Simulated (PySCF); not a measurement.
Structure problem from calculated spectra and properties.

Formula: C5H6Cl2O.

| Item | Value |
| --- | --- |
| 1H NMR | chemical shifts (computed TMS as zero) by class: 2.47 (3 H), 2.44 (3 H) ppm [GIAO PBE0/pcSseg-1] |
| Dipole | 4.04 D [PBE0/pcSseg-1] |
| NMR, other nuclei | isotropic shieldings of nuclei other than C and H, by class: -240 (1 O), 475 (1 Cl), 700 (1 Cl) ppm [GIAO PBE0/pcSseg-1] |
| 13C NMR | chemical shifts (computed TMS as zero) by class: 174.6 (1 C), 172.7 (1 C), 132.1 (1 C), 31.4 (1 C), 28.7 (1 C) ppm [GIAO PBE0/pcSseg-1] |
| Rotational structure | rotational constants A, B, C: 2.024, 1.174, 0.751 GHz [GFN2-xTB] |

The electronic properties come from PySCF, for the isolated species, density fitting. Levels stand in brackets. The structure is a single GFN2-xTB conformer in the gas phase; no vibrational or solvent corrections. GFN2-xTB frequencies show an imaginary mode (32i cm⁻¹), so this geometry is no minimum at that level. NMR classes are plain means over equivalent atoms (diastereotopic ones count apart unless rotation or inversion swaps them), as if these changed places fast.

Question: Propose a structure and show how it fits.

Answer: Numbering: `[CH3:1][C:2]([CH3:3])=[C:4]([Cl:5])[C:6](=[O:7])[Cl:8]`. Its formula, C5H6Cl2O, gives 2 degrees of unsaturation: 0 rings and 2 π bonds in the structure found. 5 carbons fall into 5 classes; from least to most shielded: acyl halide carbon [C6] (174.6 ppm), fully substituted alkene carbon [C2] (172.7 ppm), vinylic C–Cl carbon [C4] (132.1 ppm), allylic carbon [C1] (31.4 ppm), allylic carbon [C3] (28.7 ppm). Hydrogen classes from least to most shielded: 3 H on an allylic carbon, C3 (2.47 ppm, a mean of values up to 1.0 ppm apart in this geometry), 3 H on an allylic carbon, C1 (2.44 ppm, a mean of values up to 0.9 ppm apart in this geometry). The other shieldings belong to: -240 ppm, carbonyl oxygen [O7]; 475 ppm, chlorine bonded to C [Cl8]; 700 ppm, vinyl chlorine [Cl5]. By its constants the optimised geometry is an asymmetric top. Structure: `CC(C)=C(Cl)C(=O)Cl`. Computed isomers that give other values at the same levels: `CC(=O)/C=C(/Cl)CCl` (13C chemical shifts (computed TMS as zero) by class: 199.6 (1 C), 169.1 (1 C), 132.2 (1 C), 49.0 (1 C), 35.7 (1 C) ppm); `CC/C=C(/Cl)C(=O)Cl` (13C chemical shifts (computed TMS as zero) by class: 175.5 (1 C), 165.8 (1 C), 135.8 (1 C), 29.1 (1 C), 15.0 (1 C) ppm); `CC/C(=C/Cl)C(=O)Cl` (13C chemical shifts (computed TMS as zero) by class: 173.2 (1 C), 149.5 (1 C), 141.1 (1 C), 32.0 (1 C), 12.2 (1 C) ppm). The assignments are read from this structure; whether some other isomer fits the data as well wasn't checked.

Conformer computed: `[CH3:1][C:2]([CH3:3])=[C:4]([Cl:5])[C:6](=[O:7])[Cl:8]`: C2–C4–C6–O7 5°.
